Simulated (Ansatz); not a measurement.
System: H2Mg, singlet: symmetric bend, bond length relaxed. Scanned: H-Mg-H angle. Other coordinates (Mg-H bond length) were minimised at B3LYP/def2-TZVP.

- RKS-B3LYP/aug-cc-pVDZ = restricted B3LYP/aug-cc-pVDZ in Ansatz (an electronic-structure program)
- RKS-BLYP/aug-cc-pVDZ = Ansatz with restricted BLYP/aug-cc-pVDZ
- FCI/aug-cc-pVDZ = Ansatz with full CI/aug-cc-pVDZ, frozen core

Energies relative to the lowest point of each profile, in mEh:

```tsv
a / °	RKS-B3LYP/aug-cc-pVDZ	RKS-BLYP/aug-cc-pVDZ
180	0.0	0.0
169.68	0.6	0.6
162.15	1.7	1.7
150.58	4.8	4.6
137.81	10.1	9.6
128.07	15.6	14.9
109.31	30.5	29.2
100.93	39.4	37.7
88.06	56.8	54.5
77.95	74.3	71.5
70.14	90.8	87.6
60	116.5	112.7
```

Problem. Predict the corresponding FCI/aug-cc-pVDZ column.

Solution. 180: 0.0; 169.68: 0.6; 162.15: 1.8; 150.58: 4.8; 137.81: 10.2; 128.07: 15.7; 109.31: 30.6; 100.93: 39.3; 88.06: 56.0; 77.95: 72.6; 70.14: 88.1; 60: 111.8 (mEh).
